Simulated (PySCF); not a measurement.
**Computed properties of Al(F)(Me)(OH) (CH₄AlFO), SMILES [CH3][Al]([OH])[F]**

Al(F)(Me)(OH) (CH4AlFO), SMILES [CH3][Al]([F])[OH]. Coordinates come from a B3LYP-D3(BJ)/def2-SVP optimisation. Other conformers were not sampled. All values are computed for the isolated molecule unless a solvent is named; none is compared with measurement here.

**Structure.** The optimised structure has Cs symmetry. All 18 harmonic modes at B3LYP-D3(BJ)/def2-SVP (PySCF) are real, so it is a minimum. With heavy atoms numbered as in [Al:1]([F:2])([CH3:3])[OH:7], the shortest bond between them is Al1–F2 at 1.671 Å and the longest Al1–C3 at 1.935 Å.

**Vibrations.** The strongest infrared lines (harmonic, unscaled, degenerate partners summed) lie at 392 cm⁻¹ (172 km/mol, H 85 %, O 12 %), 934 cm⁻¹ (146 km/mol, Al 50 %, O 29 %, F 16 %), 847 cm⁻¹ (145 km/mol, Al 45 %, F 27 %, O 14 %, H 9 %). The softest mode is at 40 cm⁻¹ and the zero-point energy is 32.4 kcal/mol.

**Electronic structure.** ωB97X/def2-TZVPD (PySCF) places the frontier levels at -11.46 and 0.92 eV, a gap of 12.38 eV, and gives a dipole moment of 0.73 D and a mean polarisability of 40.6 bohr³.

**Excitations.** TDDFT-M06-2X/def2-SVPD (PySCF) has S1 at 7.44 eV (167 nm, f = 0.173, bright); the most intense of the 10 singlets computed lies at 7.44 eV (f = 0.17). T1 (TDA) is at 6.69 eV. No vertical singlet excitation falls in the visible range (under 3.1 eV).

**NMR.** GIAO shifts at HF/pcSseg-1 (PySCF) (non-relativistic, atoms alike by connectivity averaged): ¹³C at -16.4 ppm against TMS; ¹H from 0.1 to 2.4 ppm against TMS; ¹⁹F at -136.9 ppm against CFCl3.
